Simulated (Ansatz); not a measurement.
Total energies of In7N7H20, a nanocrystal cut from zinc blende InN (hydrogen-capped) from Ansatz at PBE0-D4/def2-TZVP, gas phase (1 Eh = 27.2114 eV = 2625.5 kJ/mol). The reference geometry is relaxed at PBE-D4/def2-SVP.

```xyz
34

In    2.952   -1.453   -0.929
In   -1.289    3.055    1.171
In    1.188    0.074    1.820
In    0.626    1.190   -1.711
In   -0.296   -2.175   -2.620
In   -2.071   -0.651    0.123
In    0.262   -3.287    0.899
N    -0.288    3.102   -0.775
N     1.928    0.460   -0.162
N     1.151   -2.727   -1.045
N     0.222    2.090    2.427
N    -2.732    1.433    0.891
N    -0.511   -1.203    1.496
N    -1.018   -0.195   -1.696
H     3.953   -1.939    0.421
H     3.481   -1.005   -2.536
H    -1.927    4.569    1.750
H     2.278   -0.205    3.142
H     1.268    1.801   -3.203
H     0.549   -1.657   -4.063
H    -1.712   -3.199   -2.528
H    -3.580   -1.508    0.091
H     1.521   -3.598    2.074
H    -1.208   -4.202    0.651
H     0.470    3.803   -0.747
H    -0.939    3.486   -1.478
H     2.727    1.111   -0.084
H     1.531   -3.628   -1.390
H     1.000    2.750    2.585
H    -0.167    1.952    3.373
H    -3.230    1.269    1.780
H    -3.480    1.754    0.256
H    -0.946   -1.394    2.414
H    -1.711    0.124   -2.394
```

```tsv
state	geometry	energy (Eh)
charge 0 singlet	reference	-1726.20497
charge 1 doublet	reference	-1725.90394
charge -1 doublet	reference	-1726.22347
free In atom (doublet)	–	-190.11398
free N atom (quartet)	–	-54.54382
free H atom (doublet)	–	-0.50104
```

In the def2 sets In takes a core potential; there is no spin–orbit coupling. Single mean-field runs in def2-TZVP are fitted with def2-universal-jkfit.

(1) Work out the vertical ionisation energy to the doublet.

(2) Work out the vertical electron affinity, to the doublet.

(3) Give the fundamental gap IE − EA, the Mulliken electronegativity (IE + EA)/2 and the hardness (IE − EA)/2.

(4) What is the binding energy per atom against free atoms?

(1) E(charge 1 doublet) − E(charge 0 singlet) = -1725.90394 − (-1726.20497) = 0.30103 Eh = 8.19 eV. For comparison, −ε of the highest occupied level is 6.74 eV at this level, 1.45 eV less.

(2) E(charge 0 singlet) − E(charge -1 doublet) = -1726.20497 − (-1726.22347) = 0.01850 Eh = 0.50 eV. The basis lacks diffuse functions, which makes affinities too small.

(3) From the values in Eh: IE − EA = 0.30103 − 0.01850 = 0.28253 Eh = 7.69 eV; (IE + EA)/2 = 4.35 eV; (IE − EA)/2 = 3.84 eV. The HOMO–LUMO gap of the same run is 5.23 eV, 2.46 eV smaller than the fundamental gap.

(4) Atoms: 7 × (-190.11398) + 7 × (-54.54382) + 20 × (-0.50104) = -1722.62540 Eh. Binding: -1722.62540 − (-1726.20497) = 3.57957 Eh = 97.41 eV, or 2.86 eV for each of 34 atoms (no zero-point energy, no counterpoise term).

At PBE0-D4/def2-TZVP the highest occupied level of the charge -1 doublet lies above zero (up to 0.61 eV). By energy differences its removal costs 0.50 eV (vertical, to the charge 0 singlet, at PBE0-D4/def2-TZVP); self-interaction error and the lack of diffuse functions both raise the level.
